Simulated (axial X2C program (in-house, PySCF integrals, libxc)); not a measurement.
What spin–orbit coupling does to AlHf

All values were computed with an in-house all-electron X2C program for linear molecules (integrals from PySCF). Spin-free means the one-electron spin-free X2C Hamiltonian; two-component (2c) means X2C with spin–orbit coupling and atomic mean-field two-electron Coulomb and Gaunt terms, so the difference of the two also holds small scalar two-electron terms. Basis: Hf dyall-cv3z [13s14p9d7f4g], Al dyall-v3z [8s8p2d1f] (cores contracted in-house); Gaussian nuclei, density fitting, unrestricted open shells. Masses: Hf 179.947 u, Al 26.982 u.

Spin-free state: M_S = 3/2, Λ = 0 (beyond evenly filled blocks: σα, π+α, π-α); fragments Hf + Al.

```csv
level,Re (Å),ωe (cm⁻¹),De (eV),μ (D)
PBE0,2.645,285.0,1.890,-1.72
```

Dipoles are positive if Al is the positive end.

Two-component determinant lowest at the distance of the search:

Ω = 3/2 (⟨Sz⟩ = 1.46, ⟨Lz⟩ = 0.04 at PBE0); fragments Hf + Al.

```tsv
level	Re (Å)	ωe (cm⁻¹)	μ (D)
PBE0	2.644	283.8	-1.69
```

(1) From the two tables, how do the constants change at the PBE0 level (2c against spin-free)?

Occupations by symmetry block were frozen at the best pattern of an incomplete PBE0 search. Dissociation energies refer to the lowest single-determinant-based atoms at the same level and basis. De is not given where an atomic determinant may have missed its ground term or J level, or where the truncated virtual space spoils (T). Density functionals use the spin component along the axis (collinear). PBE0 can misorder states that lie within some tenths of an eV, so this need not be the ground state of the molecule. The nearest other spin-free determinant of the search, M_S = 1/2, Λ = 0, lies 0.25 eV up at the distance of the search. The functionals have no current-density term, which raises determinants with orbital currents, atoms included. With several unpaired electrons one determinant need not be a pure state. This is the top spin component of a Σ state; components of lower Ω are not single determinants and can lie lower.

Results:

(1) At the PBE0 level Re falls by 0.001 Å and ωe decreases by 1.2 cm⁻¹.
